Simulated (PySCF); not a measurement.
Electron correlation in C²⁺ (carbon, charge +2)

[He] 2s2, closed-shell 1S. Computed with PySCF 2.14 in cc-pVDZ-DK (3s2p1d, 14 functions), with the spin-free X2C one-electron Hamiltonian (Gaussian nucleus). Frozen: 1s2; 2 electrons correlated.

Total MP2 correlation energy: -39.42 mhartree.

Same-spin part 0.00 and opposite-spin part -39.42 mhartree; SCS-MP2 scales them by 1/3 and 6/5 to -47.30 mhartree.

With two correlated electrons CCSD is exact within the correlated space (frozen core and kept virtual orbitals).

```
level  correlation energy (mhartree)
 CCSD                         -71.93
```

Diagnostics: T1 = 0.0087, D1 = 0.0123, largest double amplitude 0.157.

A double-excitation amplitude exceeds 0.15, a sign of near-degeneracy.

Cost of the coupled-cluster step: 0.03 s of wall time on 1 thread of Neoverse-V2 (shared host), for 2 correlated electrons.
